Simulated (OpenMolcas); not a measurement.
**Mn3+ in Cs2GeF6**

Mn3+ with its 6 nearest fluoride ions at 1.902 Å, on the Ge site of Cs2GeF6 (a = 9.021 Å, distance in the model lattice 1.804 Å). The rest of the host is ab initio model potentials to 7.6 Å and point charges beyond; the distance is set by hand and nothing relaxes, and no local charge compensation is placed. Ligand basis ANO-RCC-VDZP.
```
Mn    0.0000    0.0000    0.0000
F     1.9020    0.0000    0.0000
F     0.0000    1.9020    0.0000
F    -1.9020    0.0000    0.0000
F     0.0000   -1.9020    0.0000
F     0.0000    0.0000    1.9020
F     0.0000    0.0000   -1.9020
```

* Program: OpenMolcas
* Method: CASSCF
* Basis: ANO-RCC-VTZP [6s5p3d2f1g]
* Scalar Hamiltonian: DKH2, point nucleus
* Active space: 4 electrons in 5 orbitals (3d)
* State averaging: 2S+1 = 5 even, 5 roots; 2S+1 = 3 even, 45 roots; 2S+1 = 1 even, 50 roots
* Spin-orbit coupling: RASSI with atomic mean-field integrals over the reference wave functions

The lowest spin-free states (labels of O, the rotations of Oh), above the lowest:

| State | Degeneracy | E (cm-1) |
| --- | --- | --- |
| 5E | 2 | 0.0 |
| 3T1 | 3 | 11708 |
| 5T2 | 3 | 13940 |
| 3E | 2 | 22440 |
| 1T2 | 3 | 23356 |
| 3T1 | 3 | 23780 |
| 1E | 2 | 24667 |
| 3T2 | 3 | 24700 |
| 3A2 | 1 | 26996 |
| 3A1 | 1 | 27255 |
| 1A1 | 1 | 30890 |
| 3E | 2 | 31133 |
| 1A2 | 1 | 33888 |
| 1T2 | 3 | 34023 |
| 3T1 | 3 | 35078 |
| 1T1 | 3 | 36176 |
| 3T2 | 3 | 36687 |
| 3T1 | 3 | 37391 |
| 1E | 2 | 40305 |
| 3T2 | 3 | 43680 |

The lowest levels with spin-orbit coupling:

| E (cm-1) | Degeneracy | Label | 2S+1 |
| --- | --- | --- | --- |
| 0.0 | 1 | A1 | 5 |
| 9.7 | 3 | T1 | 5 |
| 19.4 | 2 | E | 5 |
| 27.8 | 3 | T2 | 5 |
| 36.2 | 1 | A2 | 5 |
| 11460 | 1 | A1 | 3 |
| 11615 | 3 | T1 | 3 |
| 11866 | 3 | T2 | 3 |
| 11877 | 2 | E | 3 |
| 13788 | 1 | A1 | 5 |
| 13789 | 3 | T1 | 5 |
| 13789 | 3 | T2 | 5 |
| 14055 | 5 |  | 5 |
| 14227 | 3 | T2 | 5 |
| 22407 | 3 | T2 | 3 |
| 22464 | 3 | T1 | 3 |
| 23258 | 3 | T2 | 1 (77 %) |
| 23433 | 1 | A1 | 3 |
| 23630 | 3 | T1 | 3 |
| 23959 | 2 | E | 3 (89 %) |

Powder χT (cm3 K/mol): 0.818 at 2 K, 2.46 at 10 K, 2.91 at 50 K, 2.93 at 100 K, 2.95 at 200 K, 2.95 at 300 K. The effective moment at 300 K is 2.828 √(χT) = 4.86 μB.

The lowest level has 2S+1 = 5, for which the spin-only value is χT = S(S+1) / 2 = 3.000 cm3 K/mol (g = 2). The computed 2.954 at 300 K differs by -0.046, through orbital momentum, spin-orbit coupling and any other state in reach.

Metal share of the active 3d orbitals (Löwdin): 90, 90, 97, 97, 97 %; Mulliken charge of the metal 2.14.

A least-squares ligand-field fit to the states below 45000 cm-1, each weighted by its degeneracy and with a free common offset, gives 10Dq = 13801 cm-1, B = 1123 cm-1 and C = 4244 cm-1 (C/B = 3.78), with an rms deviation of 94 cm-1.

The same method and metal basis give the free ion B = 1217 cm-1 (fit to its terms below 60000 cm-1, rms deviation 43 cm-1), so the nephelauxetic ratio is β = 1123 / 1217 = 0.92; it hangs on how both fits weigh the states, and computed free-ion B values tend to be too large, so β mixes covalency with correlation.

An orbital doublet at a regular site is open to a Jahn-Teller distortion, which this geometry leaves out. Without dynamic correlation the repulsion within the d shell is too large (B by tens of per cent), so at a given field states of lower spin stand too high. This shell can be high or low spin here, a state of another spin lies low, and with metal d orbitals alone active their balance is uncertain, so the ground spin may be wrong. Ligand-to-metal charge-transfer states are missing. With no ligand orbital active B as a rule stays too high, so bands that hang on it stand too high and its fall with covalency is understated. With metal d orbitals alone and no dynamic correlation 10Dq can be off by a tenth to a fifth, either way, in oxide and fluoride hosts. No measured value stands beside these numbers; the geometry was set by hand and not optimised.
